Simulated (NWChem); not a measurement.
Species: BH₂F; SMILES BF

Computed with NWChem. The geometry was optimised at B3LYP/6-31G* (spherical d). Vertical excitations in the gas phase; the lowest state need not have the same character in each row.

```csv
level,"lowest excitation, singlet (eV)",oscillator strength of that lowest state,"lowest state with f > 0.02, singlet (eV)",oscillator strength of that bright state,orbital gap (eV)
"PBE/def2-SVPD, TDA",5.69,0.000,8.18,0.033,5.48
"B3LYP/def2-SVPD, TDA",6.04,0.000,8.74,0.043,7.69
"PBE0/def2-SVPD, TDA",6.07,0.000,8.94,0.049,8.16
"LRC-wPBEh/def2-SVPD, TDA",6.04,0.000,8.92,0.044,___
```

Complete the blanks.


- LRC-wPBEh/def2-SVPD, TDA, orbital gap (eV): 11.82
